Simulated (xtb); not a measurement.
C6H13BO2, charge +1, doublet, geometry from GFN2-xTB (a state made from the parent by changing its charge; the spin is typed, not shown lowest). Base run: xtb with GFN2-xTB.

Input for xtb:
```
$ xtb mol.xyz --gfn 2 --chrg 1 --uhf 1 --json

# file mol.xyz
22

C     -1.72969277    -0.04080963     0.91568295
C     -0.77626925    -0.14906699    -0.29952640
C     -1.17041749    -1.30441677    -1.18094652
O     -0.74828285     1.05022552    -0.97668833
B      0.21566696     1.87872518    -0.47685827
O      1.00655457     1.19963970     0.40562724
C      0.74172185    -0.15188344     0.37591368
C      0.92774225    -0.80958379     1.71752242
C      1.62917612    -0.83481442    -0.69343194
H     -2.71646651     0.18308109     0.50925777
H     -1.43809812     0.77572084     1.57122338
H     -1.76675386    -0.97679102     1.46323278
H     -2.21689995    -1.19119111    -1.47039829
H     -0.60259359    -1.32287425    -2.10774338
H     -1.07303042    -2.25008196    -0.65470317
H      0.34354091     2.99266504    -0.75959864
H      0.41999245    -0.26780681     2.51149026
H      1.98840654    -0.79926831     1.97561696
H      0.60280030    -1.84620237     1.69442261
H      1.48322898    -0.38257540    -1.67101161
H      2.66149540    -0.66194728    -0.38771189
H      1.43630502    -1.90182591    -0.73258185
```

Variants of this job, named by their change:

```json
[
 {"change": "base", "ΔE vs base (kcal/mol)": "0.000", "G_solv (kcal/mol)": "-", "SCF cycles": "12"},
 {"change": "etemp = 5000", "ΔE vs base (kcal/mol)": "-10.89", "G_solv (kcal/mol)": "-", "SCF cycles": "11"},
 {"change": "etemp = 1000", "ΔE vs base (kcal/mol)": "-0.035", "G_solv (kcal/mol)": "-", "SCF cycles": "12"},
 {"change": "acc = 0.0001", "ΔE vs base (kcal/mol)": "0.000", "G_solv (kcal/mol)": "-", "SCF cycles": "18"},
 {"change": "alpb = toluene", "ΔE vs base (kcal/mol)": "-41.83", "G_solv (kcal/mol)": "-42.07", "SCF cycles": "12"},
 {"change": "acc = 30", "ΔE vs base (kcal/mol)": "0.000", "G_solv (kcal/mol)": "-", "SCF cycles": "9"},
 {"change": "gbsa = chcl3", "ΔE vs base (kcal/mol)": "-45.47", "G_solv (kcal/mol)": "-46.08", "SCF cycles": "12"}
]
```

ALPB and GBSA are two models with their own fitted parameters for each solvent, which aren't always the measured dielectric constant.
